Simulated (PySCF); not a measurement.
C2H4ClFOSi, SMILES [Si@H](Cl)(C(=O)C)F. Atoms are numbered in the order given.

```xyz
10

C     -2.1815    -0.5734    -0.3609
C     -1.0333    -0.7143     0.6062
O     -1.1641    -1.0646     1.7613
Si     0.7481    -0.2716     0.0266
F      0.9989    -0.8852    -1.4580
Cl     0.8656     1.7873    -0.1129
H     -2.2296     0.4706    -0.7154
H     -3.1277    -0.8547     0.1228
H     -1.9986    -1.2003    -1.2499
H      1.7790    -0.7865     0.9490
```

Geometry optimised at B3LYP-D3(BJ)/def2-SVP. The structure was generated by enumeration; whether it is a known compound was not checked. One conformer was computed; it need not be the lowest.

All values below come from PBE/pcSseg-1 (PySCF).

GIAO shieldings, no solvent; atoms alike by connectivity are averaged. δ = σ(ref) − σ: ¹³C against TMS (σ = 182.0 ppm); ¹⁷O against H2O (σ = 334.3 ppm); ²⁹Si against TMS (σ = 335.4 ppm); ¹⁹F against CFCl3 (σ = 133.6 ppm); ³⁵Cl against HCl (σ = 936.5 ppm); ¹H against TMS (σ = 31.49 ppm), references at their B3LYP-D3(BJ)/def2-TZVP geometries, non-relativistic (without spin–orbit terms, shifts of atoms bonded to Cl or Br come out too high).

Problem. Estimate the chemical shifts. (Estimate from the structure and the level; the computed values follow.)

Solution. 
| nucleus | atoms | count | δ (ppm) |
|---|---|---|---|
| ¹³C | C2 | 1 | 234.6 |
| ¹³C | C1 | 1 | 38.7 |
| ¹⁷O | O3 | 1 | 815.5 |
| ²⁹Si | Si4 | 1 | -23.1 |
| ¹⁹F | F5 | 1 | -178.8 |
| ³⁵Cl | Cl6 | 1 | 82.1 |
| ¹H | H10 | 1 | 5.44 |
| ¹H | H7, H8, H9 | 3 | 2.83 |
